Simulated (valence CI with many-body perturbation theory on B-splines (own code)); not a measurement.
Results of a calculation; reference values are marked as such.
**Level structure of I³⁺**

Level of theory: relativistic CI+MBPT: four valence electrons over a frozen Dirac-Fock core [Kr] 4d10, a basis of 11 s, 11 p, 9 d, 7 f, 5 g, 2 h, 1 i functions for each j, with the one-electron correlation potential Σ1, the two-electron term Σ2, the three-electron term Σ3, Breit, model QED; selected CI, second order for the rest, scaled by the run's own slope (own B-spline code, finite nucleus).

No measured spectrum was set against this ion. As an estimate, levels hold to about 250 cm⁻¹ or 0.2 % of their energy and the worst to 1 %, as in measured heavy ions of charge 2 to 7; those with d or f electrons hold less well. Core correlation moves these levels by up to 11000 cm⁻¹, and in measured spectra 5 to 20 % of such shifts remained as error; rates that hang on mixing are uncertain with them. Among the levels kept, up to 300 cm⁻¹ of a level comes from second order outside the variational space, and about a tenth of that is noise between levels of different J, which matters for small intervals.

Levels 46 to 70 of 70, with energies above the lowest level, 5s²5p² ³P_0. "Leading %" is the weight of the configuration and term that name the level; weights of strongly mixed levels are sums over their largest components and can fall short. In the jj column 3d3/2^4 stands for four electrons in 3d with j = 3/2.

```tsv
No.	Configuration	Term	J	E (eV)	Leading %	Leading jj	g
46	5s²5p6p	³S	1	24.101	76	5s^2 5p3/2 6p3/2 (62 %)	1.842
47	5s²5p6p	¹D	2	24.248	61	5s^2 5p3/2 6p3/2 (76 %)	1.158
48	4f5s²5p	³D	3	24.467	65	4f7/2 5s^2 5p3/2 (64 %)	1.271
49	4f5s²5p	³D	2	24.629	70	4f5/2 5s^2 5p3/2 (72 %)	1.092
50	4f5s²5p	³D	1	24.840	90	4f5/2 5s^2 5p3/2 (90 %)	0.498
51	5p⁴	³P	2	24.850	37	5p1/2^2 5p3/2^2 (43 %)	1.403
52	5s²5p6p	¹S	0	25.069	82	5s^2 5p3/2 6p3/2 (88 %)	
53	5s5p²5d	⁵F	1	25.246	86	5s 5p1/2^2 5d3/2 (51 %)	0.122
54	4f5s²5p	¹G	4	25.247	83	4f5/2 5s^2 5p3/2 (51 %)	1.009
55	5s5p²5d	⁵F	2	25.412	74	5s 5p1/2 5p3/2 5d3/2 (32 %)	1.051
56	4f5s²5p	¹D	2	25.532	64	4f7/2 5s^2 5p3/2 (62 %)	1.039
57	5s5p²5d	⁵F	3	25.686	78	5s 5p1/2 5p3/2 5d3/2 (35 %)	1.296
58	5s5p²5d	³P	1	25.754	45	5p1/2 5p3/2^3 (39 %)	1.432
59	5s5p²5d	³P	0	25.816	40	5p1/2^2 5p3/2^2 (28 %)	
60	5s5p²5d	⁵F	4	26.126	82	5s 5p1/2 5p3/2 5d5/2 (73 %)	1.368
61	5s5p²5d	⁵D	2	26.443	35	5s 5p1/2 5p3/2 5d3/2 (41 %)	1.210
62	5s5p²5d	⁵D	0	26.492	86	5s 5p1/2 5p3/2 5d3/2 (65 %)	
63	5s5p²5d	⁵D	1	26.519	84	5s 5p1/2 5p3/2 5d3/2 (54 %)	1.473
64	5s5p²5d	⁵D	3	26.567	56	5s 5p1/2 5p3/2 5d3/2 (36 %)	1.423
65	5s5p²5d	⁵D	2	26.589	37	5p1/2 5p3/2^3 (27 %)	1.258
66	5s5p²5d	⁵F	5	26.666	93	5s 5p3/2^2 5d5/2 (49 %)	1.393
67	5s5p²5d	⁵D	4	26.851	64	5s 5p1/2 5p3/2 5d5/2 (48 %)	1.425
68	5s5p²5d	³F	2	27.076	82	5s 5p1/2 5p3/2 5d5/2 (38 %)	0.735
69	5s5p²5d	³F	3	27.463	67	5s 5p1/2 5p3/2 5d5/2 (50 %)	1.216
70	5s²5p6d	³F°	2	27.493	69	5s^2 5p1/2 6d3/2 (94 %)	0.768
```

Names give the largest LS component (configuration and term), which can be under half, so a name can repeat, a term be missing and a line seem to break the LS rules; names also repeat where a configuration has a term twice.

Where two levels of one J and parity lie close, their mixing, g and order are uncertain.
